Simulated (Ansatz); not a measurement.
A run for Ansatz (a first-principles code): R-CCSD(T)/aug-cc-pVDZ on HF (SMILES F) with ghost functions, monomers drawn apart or pushed together.

Ansatz 0.2 input:
```yaml
crystal:
  periodic: [false, false, false]
  atoms:
    - {symbol: F, position_ang: [0.83298341, -0.55984759, -0.25489031]}
    - {symbol: H, position_ang: [0.55077934, -0.32185962, 0.60610121]}
basis:
  gaussian:
    orbitals: aug-cc-pVDZ
    ghost_atoms:
      - {symbol: As, position_ang: [-0.27387206, 0.37503454, 3.14002692]}
      - {symbol: H, position_ang: [0.51667365, -0.00118145, 4.37984117]}
      - {symbol: H, position_ang: [-1.60295063, -0.08047370, 3.71425815]}
      - {symbol: H, position_ang: [-0.46089987, 1.82066600, 3.56293402]}
magnetization: {spin_polarized: false}
correlation: {method: ccsd_t, electrons: outside_noble_gas}
scf: {lower_state_search: off}
```

The head of its log:

```
WARN ansatz: RAYON_NUM_THREADS=2 ignored (pool sized by the plan → 2); use --threads N
Functional definition: HF
these checks for a lower state are left out or cut short: stability, starts, cluster_reference, orbital_swaps, neighbouring_geometries, increment
integrals: 0.09 GiB planned
741 factors; integrals over basis functions are off by at most 9.6e-4 eV
mean field: 0.12 GiB planned
mean field evaluation 1: about -2721.0414 eV, gradient 2.4e1 eV
mean field evaluation 2: about -2721.0413 eV, gradient 2.4e1 eV
mean field evaluation 4: about -2722.0143 eV, gradient 1.2e0 eV
mean field evaluation 8: about -2722.0193 eV, gradient 5.2e-5 eV
mean field -2722.01927166 eV, -100.0323631827 hartree, gradient 1.1e-6 eV, S^2 0.000000; 0 other end points of the search recorded, 0 dependent functions left out
1 core orbitals not correlated
reference -2722.01927166 eV, -100.0323631827 hartree; 4, 4 occupied and 90, 90 virtual orbitals, 741 factors
```

Give the final energy of this run.

-100.2640 hartree (reference determinant -100.0324, T1 diagnostic 0.013).
